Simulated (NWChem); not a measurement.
Program: NWChem. System: H₄S₃Si, charge 0, spin multiplicity 1, at a geometry optimised with B3LYP/def2-SVP. The structure started from a generated list of species. Level: LDA (SVWN5)/def2-TZVP.

Part of the output:

```
             Northwest Computational Chemistry Package (NWChem) 7.3.0
             --------------------------------------------------------

                                NWChem Input Module
                                -------------------

 Scaling coordinates for geometry "geometry" by  1.889725989
 (inverse scale =  0.529177249)

                             Geometry "geometry" -> ""
                             -------------------------

 Output coordinates in angstroms (scale by  1.889725989 to convert to a.u.)

  No.       Tag          Charge          X              Y              Z
 ---- ---------------- ---------- -------------- -------------- --------------
    1 Si                  14.0000    -0.35322100     0.38029400     0.06689500
    2 S                   16.0000    -0.77199700    -0.72441000    -1.73374800
    3 S                   16.0000    -0.39147700    -0.98489500     1.73265600
    4 S                   16.0000     1.62937300     1.20705400    -0.08674800
    5 H                    1.0000    -1.35786700     1.46293400     0.25762800
    6 H                    1.0000    -2.08969800    -0.88732900    -1.45935500
    7 H                    1.0000    -0.34887700    -0.00971200     2.67358300
    8 H                    1.0000     1.28714000     2.14600400    -1.00294400

 Effective nuclear repulsion energy (a.u.)     335.5420075773

            Nuclear Dipole moment (a.u.)
            ----------------------------
        X                 Y               Z
 ---------------- ---------------- ----------------
    -0.0000226767    -0.0000056692     0.0000037795


 Summary of "ao basis" -> "" (spherical)
 ------------------------------------------------------------------------------
       Tag                 Description            Shells   Functions and Types
 ---------------- ------------------------------  ------  ---------------------
 *                         def2-tzvp                  on all atoms

                                 NWChem DFT Module
                                 -----------------

 Summary of "ao basis" -> "ao basis" (spherical)
 ------------------------------------------------------------------------------
       Tag                 Description            Shells   Functions and Types
 ---------------- ------------------------------  ------  ---------------------
 Si                        def2-tzvp                13       37   5s5p2d1f
 S                         def2-tzvp                13       37   5s5p2d1f
[...]
   130      0.155513  4 S  py                80     -0.149883  3 S  px
    53      0.130374  2 S  py               124      0.108457  4 S  py

 Vector   33  Occ=2.000000D+00  E=-2.373014D-01
              MO Center=  1.7D-02, -2.3D-02, -1.2D-03, r^2= 5.4D+00
   Bfn.  Coefficient  Atom+Function         Bfn.  Coefficient  Atom+Function
  ----- ------------  ---------------      ----- ------------  ---------------
    89     -0.277695  3 S  px                53      0.270976  2 S  py
   128      0.215361  4 S  pz                92     -0.206052  3 S  px
    56      0.198617  2 S  py               131      0.155509  4 S  pz
   127      0.148398  4 S  py               151     -0.147165  5 H  s
    86     -0.132487  3 S  px                50      0.129624  2 S  py

 Vector   34  Occ=0.000000D+00  E=-4.495278D-02
              MO Center= -1.9D-01,  2.0D-01,  3.2D-02, r^2= 6.7D+00
   Bfn.  Coefficient  Atom+Function         Bfn.  Coefficient  Atom+Function
  ----- ------------  ---------------      ----- ------------  ---------------
     5      1.110685  1 Si s                  4      0.593566  1 Si s
   151     -0.568839  5 H  s                 94      0.509927  3 S  pz
   157     -0.487131  6 H  s                163     -0.484554  7 H  s
   169     -0.484642  8 H  s                 55     -0.404223  2 S  px
   130      0.369601  4 S  py                 3     -0.276757  1 Si s

 Vector   35  Occ=0.000000D+00  E=-3.525888D-02
              MO Center= -5.4D-02,  4.2D-01, -1.0D-01, r^2= 5.4D+00
   Bfn.  Coefficient  Atom+Function         Bfn.  Coefficient  Atom+Function
  ----- ------------  ---------------      ----- ------------  ---------------
    19      0.568027  1 Si py                18      0.537963  1 Si px
   169     -0.527448  8 H  s                 20     -0.431224  1 Si pz
   157      0.402076  6 H  s                 94     -0.383272  3 S  pz
   130      0.335408  4 S  py                79      0.315925  3 S  s
   129      0.284321  4 S  px                16      0.241528  1 Si py

 Vector   36  Occ=0.000000D+00  E=-3.517851D-02
              MO Center= -3.9D-01,  5.6D-02,  1.9D-01, r^2= 5.4D+00
   Bfn.  Coefficient  Atom+Function         Bfn.  Coefficient  Atom+Function
  ----- ------------  ---------------      ----- ------------  ---------------
    20      0.773718  1 Si pz               163     -0.543300  7 H  s
    18      0.384971  1 Si px               157      0.373972  6 H  s
    17      0.322881  1 Si pz               116     -0.315802  4 S  s
    94      0.307716  3 S  pz                55      0.299095  2 S  px
    56      0.284874  2 S  py                57      0.274198  2 S  pz

------------------------------------------------------------
EAF file 0: "./mol.aoints.0" size=524288 bytes
------------------------------------------------------------
               write      read    awrite     aread      wait
               -----      ----    ------     -----      ----
     calls:        1         9         0         0         0
   data(b): 5.24e+05  4.72e+06  0.00e+00  0.00e+00
   time(s): 0.00e+00  0.00e+00  0.00e+00  0.00e+00  0.00e+00
rate(mb/s): 0.00e+00  0.00e+00
------------------------------------------------------------

 center of mass
 --------------
 x =   0.03670566 y =  -0.03966969 z =  -0.00685916

 moments of inertia (a.u.)
 ------------------
        1102.881838625872        -328.667390831693         -58.619630558966
        -328.667390831693        1154.212029118743          62.711182699706
         -58.619630558966          62.711182699706         808.079881155748

     Multipole analysis of the density
     ---------------------------------

     L   x y z        total         alpha         beta         nuclear
     -   - - -        -----         -----         ----         -------
     0   0 0 0     -0.000000    -33.000000    -33.000000     66.000000

     1   1 0 0     -0.523604     -0.261791     -0.261791     -0.000023
     1   0 1 0      0.565858      0.282932      0.282932     -0.000006
     1   0 0 1      0.096681      0.048339      0.048339      0.000004

     2   2 0 0    -40.166743   -134.716743   -134.716743    229.266742
     2   1 1 0      0.858329    -84.093540    -84.093540    169.045409
     2   1 0 1      0.158165    -15.001948    -15.001948     30.162061
     2   0 2 0    -40.326956   -121.556642   -121.556642    202.786327
     2   0 1 1     -0.163828     16.049119     16.049119    -32.262066
     2   0 0 2    -39.398038   -210.145213   -210.145213    380.892389

 Task  times  cpu:       30.4s     wall:       30.4s

 Total times  cpu:       30.4s     wall:       30.4s
```

**Question.** Write an NWChem input that would produce this output.

**Answer.** This is not unique; one that fits is 
```
start mol
memory heap 200 mb stack 800 mb global 1000 mb
geometry units angstroms nocenter noautoz noautosym
  Si    -0.353221     0.380294     0.066895
  S     -0.771997    -0.724410    -1.733748
  S     -0.391477    -0.984895     1.732656
  S      1.629373     1.207054    -0.086748
  H     -1.357867     1.462934     0.257628
  H     -2.089698    -0.887329    -1.459355
  H     -0.348877    -0.009712     2.673583
  H      1.287140     2.146004    -1.002944
end
basis spherical
  * library def2-tzvp
end
dft
  xc slater vwn_5
  semidirect memsize 60000000 filesize 0
  iterations 100
end
task dft energy
```
